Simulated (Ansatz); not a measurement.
C4H9N (SMILES C=CN(C)C), singlet, at a GFN2-xTB geometry; MP2/pcseg-2 run with Ansatz (a program for electronic structure).

The Ansatz input:
Ansatz 0.2 input:
```yaml
crystal:
  periodic: [false, false, false]
  atoms:
    - {symbol: C, position_ang: [1.91154637, 0.59285620, 0.04339132]}
    - {symbol: C, position_ang: [0.98103062, -0.34514218, -0.10906744]}
    - {symbol: N, position_ang: [-0.37974295, -0.16829789, -0.22644398]}
    - {symbol: C, position_ang: [-1.23600659, -1.26048451, 0.16481876]}
    - {symbol: C, position_ang: [-0.92866167, 1.14361307, 0.00860457]}
    - {symbol: H, position_ang: [2.95208015, 0.32567092, 0.03866814]}
    - {symbol: H, position_ang: [1.68839556, 1.63712062, 0.16156121]}
    - {symbol: H, position_ang: [1.28113042, -1.38040191, -0.21302520]}
    - {symbol: H, position_ang: [-2.19434277, -1.17114860, -0.35013394]}
    - {symbol: H, position_ang: [-1.42616877, -1.27728962, 1.24734657]}
    - {symbol: H, position_ang: [-0.77793065, -2.20622116, -0.11954763]}
    - {symbol: H, position_ang: [-0.85541929, 1.44958949, 1.06095915]}
    - {symbol: H, position_ang: [-0.39835935, 1.87036843, -0.60459103]}
    - {symbol: H, position_ang: [-1.97863717, 1.14534175, -0.28261266]}
basis:
  gaussian:
    orbitals: pcseg-2
magnetization: {spin_polarized: false}
correlation: {method: mp2}
```

Predict the main parts of the log of this Ansatz run.


```
Functional definition: HF
1606 factors; integrals over basis functions are off by at most 1.3e-3 eV
mean field evaluation 1: about -5742.4198 eV, gradient 3.8e1 eV
mean field evaluation 2: about -5742.7820 eV, gradient 3.8e1 eV
mean field evaluation 4: about -5746.7910 eV, gradient 4.3e0 eV
mean field evaluation 8: about -5746.8520 eV, gradient 3.5e-1 eV
mean field -5746.85261920 eV, -211.1929383990 hartree, gradient 1.6e-6 eV, S^2 0.000000; 0 other end points of the search recorded, 0 dependent functions left out
5 core orbitals not correlated
reference -5746.85261920 eV, -211.1929383990 hartree; 15, 15 occupied and 256, 256 virtual orbitals, 1606 factors
second order -24.09241244 eV of doubles, -0.00000000 eV of singles
Total energy: -5770.94503164 eV, -212.0783182258 hartree
```
